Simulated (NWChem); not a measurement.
System meant: C$_{3}$H$_{8}$Si; SMILES [SiH3]C(=C)C

Here is an NWChem input.

```
start job
memory heap 200 mb stack 900 mb global 1100 mb
geometry units angstroms noautosym nocenter noautoz
  C      1.297899     1.114984     0.000000
  C      0.096601     0.519239     0.000000
  C     -1.185707     1.303023     0.000000
  Si    -0.007181    -1.359380     0.000000
  H      2.232122     0.544675     0.000000
  H      1.394543     2.208356     0.000000
  H     -1.801442     1.061840     0.883023
  H     -1.000646     2.388530     0.000000
  H     -1.801442     1.061840    -0.883023
  H      1.366323    -1.946893     0.000000
  H     -0.752312    -1.845770    -1.204887
  H     -0.752312    -1.845770     1.204887
end
basis spherical
  * library 6-31g*
end
dft
  xc m06-l
  iterations 150
end
property
  shielding 10 1 2 3 4 5 6 7 8 10 11
end
task dft property
```

End of the output:

```
 Vector   23  Occ=0.000000D+00  E= 5.932099D-02
              MO Center= -2.7D-01, -9.0D-01,  9.0D-10, r^2= 4.6D+00
   Bfn.  Coefficient  Atom+Function         Bfn.  Coefficient  Atom+Function
  ----- ------------  ---------------      ----- ------------  ---------------
    53      1.176516   4 Si px               72     -1.039018  10 H  s
    74      0.513094  11 H  s                76      0.513094  12 H  s
    68     -0.496588   8 H  s                34      0.473029   3 C  s
    49      0.441429   4 Si px                6     -0.318302   1 C  s
    36      0.170062   3 C  py                7      0.166749   1 C  px

 center of mass
 --------------
 x =   0.03097244 y =  -0.03002988 z =   0.00000000

 moments of inertia (a.u.)
 ------------------
         423.635820192062           7.491967096565           0.000000000000
           7.491967096565         211.518244286158           0.000000000000
           0.000000000000           0.000000000000         603.029574841766

     Multipole analysis of the density
     ---------------------------------

     L   x y z        total         alpha         beta         nuclear
     -   - - -        -----         -----         ----         -------
     0   0 0 0     -0.000000    -20.000000    -20.000000     40.000000

     1   1 0 0     -0.073632     -0.071831     -0.071831      0.070029
     1   0 1 0      0.281765     -0.066008     -0.066008      0.413782
     1   0 0 1     -0.000000     -0.000000     -0.000000      0.000000

     2   2 0 0    -24.758102    -76.688478    -76.688478    128.618855
     2   1 1 0     -0.199260      3.387173      3.387173     -6.973607
     2   1 0 1      0.000000      0.000000      0.000000      0.000000
     2   0 2 0    -25.417471   -135.682830   -135.682830    245.948189
     2   0 1 1      0.000000      0.000000      0.000000      0.000000
     2   0 0 2    -26.614428    -21.275981    -21.275981     15.937534

          -----------------------------------------
          Chemical Shielding Tensors (GIAO, in ppm)
          -----------------------------------------

 ------------------------------------------------------------------------
  xm06: d2 not coded                    0
 ------------------------------------------------------------------------
 ------------------------------------------------------------------------
  current input line :
    27: task dft property
 ------------------------------------------------------------------------
 ------------------------------------------------------------------------
 This error has not yet been assigned to a category
 ------------------------------------------------------------------------
 For more information see the NWChem manual at https://nwchemgit.github.io

0: xm06: d2 not coded:Received an Error in Communication
```

What is wrong, and how is it mended?

The program stopped with an error. Cause: this functional's second derivatives, which shieldings need, aren't coded here; the fix takes a hybrid GGA instead. This input runs:
```
start job
memory heap 200 mb stack 900 mb global 1100 mb
geometry units angstroms noautosym nocenter noautoz
  C      1.297899     1.114984     0.000000
  C      0.096601     0.519239     0.000000
  C     -1.185707     1.303023     0.000000
  Si    -0.007181    -1.359380     0.000000
  H      2.232122     0.544675     0.000000
  H      1.394543     2.208356     0.000000
  H     -1.801442     1.061840     0.883023
  H     -1.000646     2.388530     0.000000
  H     -1.801442     1.061840    -0.883023
  H      1.366323    -1.946893     0.000000
  H     -0.752312    -1.845770    -1.204887
  H     -0.752312    -1.845770     1.204887
end
basis spherical
  * library 6-31g*
end
dft
  xc pbe0
  iterations 150
end
property
  shielding 10 1 2 3 4 5 6 7 8 10 11
end
task dft property
```
It converges to -408.29764 Ha (PBE0/6-31G* (spherical d), GIAO).
